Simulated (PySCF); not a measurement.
Run record: geometry optimisation, `C(=O)(Oc1cccnc1)C`.

Computed with PBE0-D3(BJ)/def2-SVP geometry optimisation, gas phase (PySCF 2.14.0). Start geometry: GFN2-xTB. The input is one job of a driver script: a line of settings, then coordinates in Å.

Input:
```
{"job": {"xc": "PBE0", "basis": "def2-SVP", "d3": "d3bj", "grid": 1, "kind": "geom"}, "charge": 0, "multiplicity": 1}
C      3.277892     0.216708    -0.036568
C      1.877004     0.066211     0.490521
O      1.581386    -0.162490     1.629632
O      0.992814     0.232001    -0.514562
C     -0.371751     0.106955    -0.320575
C     -0.961253    -0.803970     0.546247
C     -2.345779    -0.841650     0.603212
C     -3.073246     0.018016    -0.203950
N     -2.509580     0.874905    -1.039840
C     -1.195012     0.920986    -1.098124
H      3.963669     0.377565     0.789415
H      3.555106    -0.697797    -0.558111
H      3.325653     1.040996    -0.742206
H     -0.362039    -1.457830     1.159630
H     -2.844646    -1.532650     1.264417
H     -4.154527     0.024030    -0.188560
H     -0.762688     1.630045    -1.790487
```

Output:
```
step   0  E = -475.28908408  max force = 0.012655
step   1  E = -475.29051904  max force = 0.004109
step   2  E = -475.29054847  max force = 0.001109
step   3  E = -475.29055434  max force = 0.001440
step   4  E = -475.29057075  max force = 0.000640
step   5  E = -475.29057089  max force = 0.000800
step   6  E = -475.29058068  max force = 0.000254
optimisation converged
```

Energies in Eh; «max force» is the largest Cartesian gradient component in Eh/bohr.

Q: How much energy does the optimisation release, in kcal/mol?

A: E(step 0) − E(last step) = 0.001497 Eh, which is 0.9 kcal/mol.

Q: Give the first gradient maximum in eV/Å.

A: With 1 Eh/bohr = 51.422 eV/Å, 0.651 eV/Å.

Main results: final energy -475.29058 Eh after 6 steps; dipole 2.08 D.

Q: Give the final coordinates.

A: 0.047 Å rms from the input after alignment:
```
atom  x, y, z in Å
C1     3.1226    0.3071   -0.3431
C2     1.7506    0.1034    0.2218
O3     1.4924   -0.1853    1.3545
O4     0.8182    0.2721   -0.7517
C5    -0.5290    0.1456   -0.5182
C6    -1.1071   -0.7559    0.3729
C7    -2.4980   -0.7842    0.4394
C8    -3.2381    0.0716   -0.3738
N9    -2.6786    0.9268   -1.2268
C10   -1.3555    0.9628   -1.2941
H11    3.8392    0.4274    0.4770
H12    3.3988   -0.5785   -0.9363
H13    3.1445    1.1746   -1.0157
H14   -0.4937   -1.4010    0.9990
H15   -3.0027   -1.4705    1.1228
H16   -4.3331    0.0648   -0.3336
H17   -0.8924    1.6641   -1.9977
```

Hardware: x86-64 server, one thread (shared host). Cost: 2.6 min of wall time.
Labels such as C1 count atoms from 1, the log's own numbers from 0.
